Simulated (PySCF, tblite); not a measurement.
Calculations on `[O]C1=CC=CC=C1B(F)F` [radical], in the order of a workflow; each names the level of the geometry that it ran on. Settings lines and outputs come from a driver script.

Species: C6H4BF2O (doublet state).
Bonds: O1–C2, C2–C3 (aromatic), C3–C4 (aromatic), C4–C5 (aromatic), C5–C6 (aromatic), C6–C7 (aromatic), C7–B8, B8–F9, B8–F10, C2–C7 (aromatic). Hydrogens: H11 on C3; H12 on C4; H13 on C5; H14 on C6.

Step 1: GFN2-xTB geometry optimisation, gas phase (tblite 0.8.0) (from a force-field or distance-geometry start)
```json
{"job": {"kind": "relax", "xc": "GFN2-xTB", "basis": "xTB"}, "charge": 0, "multiplicity": 2}
```
```
step      E/eV     max force
  0    -806.18828    6.225
  1    -807.23078    2.400
  2    -807.37161    1.980
...
 21    -807.47255    0.022
 22    -807.47260    0.017
 23    -807.47264    0.015
 24    -807.47266    0.010
 25    -807.47267    0.007
```

Energy lowered by 29.6 kcal/mol over 25 steps; largest atomic force 0.007 eV/Å at the end. «max force» is the largest atomic force in eV/Å.

Hardware: an Arm Neoverse V2 with one thread, shared host with 96 logical CPUs at a one-minute load of 53. Cost: 0.14 s of wall time.

Step 2: GFN2-xTB harmonic vibrations, gas phase (tblite 0.8.0) (on the GFN2-xTB geometry)
```json
{"job": {"kind": "ir", "xc": "GFN2-xTB", "basis": "xTB"}, "charge": 0, "multiplicity": 2}
```
```
(table of modes left out)
```

36 modes from 30 to 3099 cm⁻¹ (unscaled, harmonic); zero-point energy 55.1 kcal/mol; all wavenumbers are real at this level.

Time: 0.38 s of wall time. Hardware: one thread of an Arm Neoverse V2, shared host.

Step 3: UKS B3LYP, pcH-1 on B C F H O, non-relativistic, mean-field spin-orbit, GIAO (PySCF 2.14.0) (on the GFN2-xTB geometry)
```json
{"job": {"kind": "epr", "basis": "pcH-1"}, "charge": 0, "multiplicity": 2}
```
```
...
E = -530.93119517 Eh   <S^2> = 0.7851 (exact 0.7500)
g shifts (ppm)      1          2          3
  rmc          -205       -205       -205
  gc            -12         38         42
  oz_so          -9       2502       9564
  total        -227       2334       9401
hyperfine (MHz)  atom isotope    a_iso     a_fc   dipolar eigenvalues
    0   17O     -25.35     -25.35   -120.16     59.99     60.17
    1   13C     -36.18     -36.18    -14.75      4.16     10.59
    2   13C      25.96      25.96    -25.76    -24.71     50.47
    3   13C     -28.00     -28.00    -20.74      9.31     11.42
    4   13C      34.70      34.70    -32.12    -30.17     62.29
    5   13C     -24.79     -24.79    -15.72      6.75      8.97
    6   13C      19.15      19.15    -21.82    -21.09     42.92
    7   11B     -10.58     -10.58     -2.12      0.35      1.78
    8   19F       2.30       2.30    -12.02     -9.78     21.80
    9   19F       0.13       0.13    -10.79     -8.53     19.31
   10    1H     -21.55     -21.55    -10.51     -2.12     12.63
   11    1H       8.43       8.43     -3.04     -1.18      4.22
   12    1H     -26.22     -26.22    -15.48     -0.75     16.23
   13    1H       6.42       6.42     -3.05     -0.65      3.71
```

⟨S²⟩ 0.785; g_iso 2.0062. rmc, gc and oz_so are the mass-correction, gauge-correction and orbital-Zeeman/spin–orbit parts of the g shift along its three principal axes; a_iso is the isotropic hyperfine coupling and a_fc its Fermi-contact part. The log counts atoms from 0, this text from 1.

On one thread, Arm Neoverse V2 (aarch64), on a shared host, this took 99 s wall (grids of density and orbitals included) and 0.97 GiB of memory at its peak.

Geometry of the electronic-property runs (GFN2-xTB):
```
atom  x, y, z in Å
O1     0.267   -2.451    0.027
C2    -0.098   -1.276    0.033
C3    -1.509   -0.931    0.139
C4    -1.935    0.365    0.147
C5    -1.009    1.411    0.049
C6     0.353    1.137   -0.055
C7     0.846   -0.155   -0.066
B8     2.382   -0.398   -0.184
F9     3.212    0.632   -0.275
F10    2.978   -1.564   -0.204
H11   -2.200   -1.757    0.212
H12   -2.988    0.594    0.228
H13   -1.351    2.434    0.054
H14    1.051    1.959   -0.129
```

 (This holds for the electronic-property runs.)
